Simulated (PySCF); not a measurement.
The vertical singlet excitations below were computed for one of the candidates. Level of theory: TDDFT PBE0/def2-SVPD, vertical, gas phase, core orbitals frozen in the response (PySCF). Geometries: GFN2-xTB, one conformer each.

| state | E (eV) | f | main configurations (H = HOMO, L = LUMO) |
| --- | --- | --- | --- |
| S1 | 6.42 | 0.012 | H→L (78%), H→L+1 (16%) |
| S2 | 6.78 | 0.041 | H→L+1 (76%), H→L (15%) |
| S3 | 7.29 | 0.039 | H-1→L (36%), H→L+2 (32%), H-1→L+1 (15%) |
| S4 | 7.38 | 0.098 | H-1→L (33%), H→L+2 (29%), H→L+3 (16%) |
| S5 | 7.46 | 0.0075 | H→L+3 (64%), H→L+2 (31%) |
| S6 | 7.70 | 0.026 | H→L+4 (88%) |

Orbital energies (eV): HOMO-3 -10.05, HOMO-2 -9.62, HOMO-1 -8.06, HOMO -7.01, LUMO 0.65, LUMO+1 0.88, LUMO+2 1.50.

Question: Which candidate is it?
A. `C(/C#C)=N/[SiH2]C`
B. `CCN[Si@H](N)F`
C. `CC[C@H]1C[SiH2]1`
D. `[SiH3]n1cccc1`
E. `C#C[C@H]1NC[SiH2]1`

Answer: B. Its S1, at 6.42 eV, is the highest among the candidates; the nearest of the others has S1 at 6.10 eV. S1 is HOMO→LUMO (78%), HOMO→LUMO+1 (16%). Löwdin shares by element: HOMO nitrogen 56% or more, carbon 11% or more, silicon 8%, hydrogen 6% or more (atoms not listed hold the other 19%); LUMO silicon 27%, hydrogen 20% or more, nitrogen 10% or more (atoms not listed hold the other 44%). At the same level the other candidates give, for their lowest levels:
- `[SiH3]n1cccc1`: 5.34 eV (f 0.000); 6.05 eV (f 0.019); 6.11 eV (f 0.002); 6.18 eV (f 0.013); 6.20 eV (f 0.021); T1 4.23 eV; HOMO -6.26, LUMO 0.15 eV
- `C#C[C@H]1NC[SiH2]1`: 5.28 eV (f 0.006); 5.73 eV (f 0.004); 5.96 eV (f 0.046); 6.08 eV (f 0.005); 6.31 eV (f 0.016); T1 5.06 eV; HOMO -6.70, LUMO -0.20 eV
- `CC[C@H]1C[SiH2]1`: 6.10 eV (f 0.213); 6.15 eV (f 0.003); 6.59 eV (f 0.035); 6.74 eV (f 0.020); 6.93 eV (f 0.013); T1 4.67 eV; HOMO -6.61, LUMO 0.28 eV
- `C#C/C=N\[SiH2]C`: 3.60 eV (f 0.001); 5.03 eV (f 0.000); 5.53 eV (f 0.272); 6.26 eV (f 0.016); 6.41 eV (f 0.030); T1 3.00 eV; HOMO -7.25, LUMO -1.79 eV

Conformer computed: `[CH3:1][CH2:2][NH:3][Si@H:4]([NH2:5])[F:6]`: C1–C2–N3–Si4 -150°, C2–N3–Si4–N5 168°, H–N5–Si4–N3 176°, H–N5–Si4–N3 -45°.
Triplets come from the Tamm–Dancoff approximation.
